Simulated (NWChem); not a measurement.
## Atomisation of IIn

```
In
I 1 2.8117
```
Charge 0, spin multiplicity 1.

All runs are NWChem calculations. Structure: optimised with PBE/def2-SVP with def2 effective core potentials on In, I, a minimum by its harmonic frequencies.

Basis set: def2-TZVP. The atomisation energy is electronic alone: no zero-point, thermal, spin-orbit or counterpoise terms. No value is extrapolated to the basis-set limit. Free atoms are single determinants with multiplicities In 2, I 2. Correlated methods freeze the same cores in atoms and molecule, 8 orbitals in all.

```csv
method,atomisation energy (kcal/mol),relative cost
CAM-B3LYP,80.9,20
r2SCAN,85.7,under 3
M06-2X,77.4,under 3
HF,60.5,1
PBE0,84.4,under 3
CCSD(T),82.2,20
B3LYP,82.1,under 3
MP2,87.2,3
PBE,86.6,under 3
```

The values span 26.7 kcal/mol, from HF (lowest) to MP2 (highest). Relative cost: rough, from shared machines, SCF included, HF = 1. Costs are the molecule's.

Effective core potentials replace the inner electrons of I; spin-orbit coupling is left out. B3LYP has NWChem's definition, with VWN1-RPA local correlation. GW and range-separated runs recompute their integrals, the others keep them in memory, which bears on the times. The structure started from a generated list of species. The stability of the SCF solutions was not checked. Open-shell Hartree-Fock references start from PBE0 orbitals; any time given for them includes that run. Coupled-cluster values serve here as a point of comparison, not as the truth.
